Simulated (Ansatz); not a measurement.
Br2F2Si, SMILES `F[Si](F)(Br)Br` at its PBE0-D4/def2-TZVP geometry, where that method's forces vanish. Total charge 0; spin multiplicity 1.

| atom | x (Å) | y (Å) | z (Å) |
| --- | --- | --- | --- |
| F1 | -1.505 | -0.505 | -0.416 |
| Si2 | -0.030 | -0.082 | -0.067 |
| F3 | 0.934 | -1.047 | -0.851 |
| Br4 | 0.297 | -0.324 | 2.068 |
| Br5 | 0.304 | 1.959 | -0.735 |

For each bond, give half the difference of the two atoms' forces along it (eV/Å; positive pushes the atoms apart) under PBE-D4, r2SCAN-D4, B3LYP-D4, ωB97M-V in def2-TZVPP. (Estimate.)

Ansatz gave: 
```tsv
bond	length (Å)	PBE-D4	r2SCAN-D4	B3LYP-D4	ωB97M-V
F1–Si2	1.573	0.52	0.05	0.12	0.11
Si2–F3	1.573	0.52	0.05	0.12	0.11
Si2–Br4	2.174	0.04	0.02	0.12	-0.06
Si2–Br5	2.174	0.04	0.02	0.12	-0.06
```

B3LYP here is the variant with VWN-RPA as its local correlation; programs differ in this.
